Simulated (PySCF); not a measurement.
HCl, charge +1, doublet, geometry from GFN2-xTB (a state made from the parent by changing its charge; the spin is typed, not shown lowest). Base run: PBE/def2-SVP in PySCF.

Geometry (Å):
```xyz
2

Cl     0.0000     0.0000    -0.0739
H      0.0000     0.0000     1.2569
```
Charge +1, spin multiplicity 2.
Orbitals are unrestricted.
All else is at PySCF's defaults.

Each row names what was changed in the base input (with any setting that the change needs).

| change | basis functions | E (Eh) | HOMO (eV) |
|---|---|---|---|
| base | 23 | -460.00159 | -17.75 |
| basis = ANO-RCC-VDZP; relativity = spin-free X2C | 23 | -461.58844 | -17.70 |
| basis = x2c-TZVPall; relativity = none | 43 | -459.91714 | -17.77 |
| basis = cc-pVDZ-DK; relativity = spin-free X2C | 23 | -461.57160 | -17.70 |
| basis = x2c-TZVPall; relativity = spin-free X2C | 43 | -461.58623 | -17.75 |
| basis = ANO-RCC-VDZP; relativity = none | 23 | -459.78381 | -17.73 |
| basis = ANO-RCC-VDZP; relativity = spin-free X2C; nucleus = Gaussian (with nucmod='G') | 23 | -461.58795 | -17.70 |
| basis = cc-pVDZ-DK; relativity = none | 23 | -459.80552 | -17.73 |
| basis = cc-pVDZ-DK; relativity = spin-free X2C; nucleus = Gaussian (with nucmod='G') | 23 | -461.57112 | -17.70 |
| basis = x2c-TZVPall; relativity = spin-free X2C; nucleus = Gaussian (with nucmod='G') | 43 | -461.58577 | -17.75 |

Absolute energies of different levels of theory aren't comparable as measures of quality.

Open shells are given as the SCF converged; they aren't shown to be the lowest states, and a large step between rows can be another state.

Basis sets contracted for a relativistic Hamiltonian are a mismatch without it, so the rows without relativity aren't non-relativistic limits. No row has spin-orbit coupling; sets with core potentials leave out the core electrons.
